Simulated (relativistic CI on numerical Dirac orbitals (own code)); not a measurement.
Hyperfine structure of Nd LVII, mass number 145

Method of calculation: Dirac-Coulomb-Breit CI, KLI orbitals optimised for each configuration, model QED (radiative potential, 1s self-energy scaled to tabulated hydrogen-like ionisation energies), unscaled Slater integrals (own radial code, finite nucleus).

CI space (outside the closed core 1s2): 2s2, 2s 2p, 2p2, 2p 3s, 2p 3p, 2s 3s, 2s 3p, 2s 3d, 2s 4s, 2s 4p, 2s 4d, 2s 4f, 3s2, 3s 3p, 3p2. Levels of other configurations are missing.

Nuclear spin I = 7/2, μ = -0.656 μN, Q = -0.314 b (tables of Stone and Pyykkö). The electronic factors are computed for point nuclear moments, without core polarisation or the Bohr-Weisskopf and QED corrections.

```csv
Level,E (10³ cm⁻¹),A (GHz),B (GHz)
2s 2p 3P°_1,1200.6,-1211,32.3
2s 2p 3P°_2,5658.0,-525.7,-269
2s 2p 1P°_1,6238.1,347,-167
2p2 3P_1,7238.7,44.91,-134
2p2 1D_2,7375.2,-208.8,-243
2p2 3P_2,11992.9,-83.82,-24.7
2s 3s 3S_1,55086.5,-1201,0.198
2s 3p 3P°_1,55570.5,-1018,0.305
```

Levels with J = 0, under 50 % of one LS term, or S terms without an open s electron are left out. Small factors come from cancelling terms and can be off by tens of per cent or more.

At this charge energies of transitions that change n are usually good to better than 1 %, and those within a shell (Δn = 0) to a few per cent.

Problem. Give the hyperfine levels of 2s 2p 3P°_1 relative to its centre of gravity.

Solution. With K = F(F + 1) − I(I + 1) − J(J + 1), E = AK/2 + B[¾K(K + 1) − I(I + 1)J(J + 1)]/[2I(2I − 1)J(2J − 1)]: F = 5/2: 5467, F = 7/2: 1188, F = 9/2: -4230 GHz.

LS names give the leading component of a level, which can be under half, so a name can repeat, a term be missing and a line seem to break the LS rules.
